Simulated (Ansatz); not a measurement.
`O=C1OC(=O)c2ccccc21` at its PBE0-D4/def2-TZVP geometry, where that method's forces vanish. Total charge 0; spin multiplicity 1.

```xyz
15

O    -2.4724   -1.4650   -1.5027
C    -1.3948   -1.3771   -1.0126
O    -0.5202   -2.4489   -0.9569
C     0.6610   -2.0776   -0.3374
O     1.5583   -2.8384   -0.1789
C     0.5306   -0.6544    0.0325
C     1.4160    0.1937    0.6675
C     0.9947    1.5003    0.8772
C    -0.2661    1.9299    0.4632
C    -1.1482    1.0674   -0.1746
C    -0.7182   -0.2289   -0.3776
H     2.3926   -0.1507    0.9846
H     1.6555    2.2024    1.3718
H    -0.5595    2.9572    0.6443
H    -2.1293    1.3901   -0.5004
```

(1) What forces (eV/Å) does B3LYP-D4/def2-TZVPP give on these atoms in Ansatz 0.2.0? (Estimate.)

## Answers

(1) The calculation gave: 
```
O1  -0.310 -0.015 -0.138
C2  -0.056  0.207  0.039
O3  -0.071 -0.334 -0.131
C4   0.130  0.144  0.100
O5   0.262 -0.210  0.050
C6   0.058 -0.032  0.015
C7   0.177 -0.080  0.052
C8   0.142  0.154  0.107
C9  -0.061  0.224  0.040
C10 -0.185  0.043 -0.067
C11 -0.063  0.009 -0.025
H12 -0.074  0.030 -0.023
H13 -0.047 -0.049 -0.035
H14  0.022 -0.072 -0.012
H15  0.076 -0.021  0.026
```

B3LYP here is the variant with VWN-RPA as its local correlation; programs differ in this.
